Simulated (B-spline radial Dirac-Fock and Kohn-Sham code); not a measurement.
## K-line shifts caused by a second vacancy in Nd⁶⁺

System: neodymium as Nd⁶⁺, configuration [Kr] 4d10 4f2 5s2 5p4.

These are calculated numbers from a radial B-spline solver; the model is Dirac-Fock energy differences between relaxed states, corrected for Breit and QED terms. Each two-hole energy is an average over J within one jj subconfiguration, not an observable level; in light atoms, where LS coupling holds, the j-resolved values are not observed lines, and for a K spectator the Kα1 hypersatellite is nearly forbidden. No correlation.

Lines without a spectator: Kα2 (K-L2) 36844.0 eV, Kα1 (K-L3) 37357.7 eV, Kβ3 (K-M2) 42159.9 eV, Kβ1 (K-M3) 42264.4 eV. Shifts in eV with one spectator hole (a dash: not computed, or left out as unreliable):

```
spectator hole     Kα2     Kα1     Kβ3     Kβ1
        K (1s)  +729.0  +763.6  +936.5  +944.2
    L2 (2p1/2)   +85.5  +110.5       –  +225.0
    L3 (2p3/2)   +75.9   +78.6  +187.7       –
    M2 (3p1/2)       –  +14.84   +31.8   +38.1
    M3 (3p3/2)   +9.71       –   +30.3  +29.99
    M4 (3d3/2)   +2.54   -0.69       –       –
    M5 (3d5/2)   -1.61   +1.12       –       –
```

Run: 43 s of CPU time on 1 thread of Intel(R) Xeon(R) 6975P-C (shared host), peak memory 0.51 GiB.
